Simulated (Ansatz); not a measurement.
Basis-set extrapolation for BH$_{3}$NPS, SMILES `SP1BN1` (PBE0-D4/def2-TZVP geometry, frozen core, Ansatz 0.2.0). Multiplicity 1, RHF reference.

|  | def2-TZVPP | def2-QZVPP |
| --- | --- | --- |
| HF | -819.212815 | -819.237828 |
| MP2 correlation | -0.626500 | -0.675545 |
| CCSD(T) correlation | -0.697614 | not run |

Energies in hartree. Use E(X) = E(∞) + A·exp(−7.88·√X) for Hartree–Fock and E(X) = E(∞) + B·X^(−2.97) for correlation, with X = 3 and 4, and add CCSD(T) minus MP2 of the smaller set to the MP2 limit.

Question: What is the CCSD(T) energy at the basis-set limit?

Answer: HF limit: -819.237828 + (-0.025013) × 0.13774 = -819.24127. MP2 limit: -0.675545 + (-0.049045) × 0.74074 = -0.71187. Higher-order term: -0.697614 − (-0.626500) = -0.07111. Total: -820.02425 hartree, 71.4 kcal/mol below CCSD(T)/def2-TZVPP.
